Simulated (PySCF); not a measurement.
C$_{2}$H$_{9}$AsGa, doublet, geometry from GFN2-xTB (such geometries of metal compounds can be far from the true shape) (the spin is typed, not shown lowest). Base run: HF/def2-SV(P) (PySCF).

PySCF was given this input:
```python
from pyscf import gto, scf

mol = gto.M(
    atom='''
Ga    0.39106164    1.00462796    0.13082195
C     1.88354371    2.52652049   -0.17079865
H     2.55721138    2.30224737   -1.00119089
H     2.47426400    2.63011515    0.74291580
H     1.38547649    3.47834264   -0.37007696
C    -0.93832052    1.31445060    1.77721844
H    -1.69208569    0.52517651    1.83145206
H    -1.44486430    2.27641312    1.67222892
H    -0.37496143    1.32522534    2.71352066
As   -0.62239857   -1.79990199   -0.55312985
H    -0.03070319   -2.01507957    0.80531710
H     0.72584870   -2.00471753   -1.17437864
H    -0.85528345   -3.31025102   -0.66050197
''',
    basis='def2-sv(p)',
    spin=1,
    verbose=5,
)

mf = scf.UHF(mol)
mf.kernel()
```

The base run was repeated with changes; each row names its change, and settings that it needs were set with it.

```
change                                           ΔE vs base (mEh)  fitting functions  dipole (D)
-----------------------------------------------  ----------------  -----------------  ----------
base                                                        0.000                  -        0.38
auxbasis = autoaux                                          0.294                944        0.37
auxbasis = even-tempered beta=2.0                           0.340                930        0.38
auxbasis = cc-pvtz-ri                                     -5132.4                764        0.35
auxbasis = cc-pvqz-jkfit                                    0.016               1107        0.38
auxbasis = def2-tzvp-ri                                   -4517.5                605        0.35
auxbasis = even-tempered beta=3.0                          -5.422                606        0.38
auxbasis = default (with mf = mf.density_fit())             0.120                844        0.38
auxbasis = def2-universal-jkfit                             0.120                844        0.38
only_dfj = on; auxbasis = def2-universal-jfit              -0.540                313        0.38
```

A fitting set is made for a task (jfit for Coulomb, jkfit for Coulomb and exchange, ri for correlation) and for a family of orbital bases.

Open shells are given as the SCF converged; they aren't shown to be the lowest states, and a large step between rows can be another state.
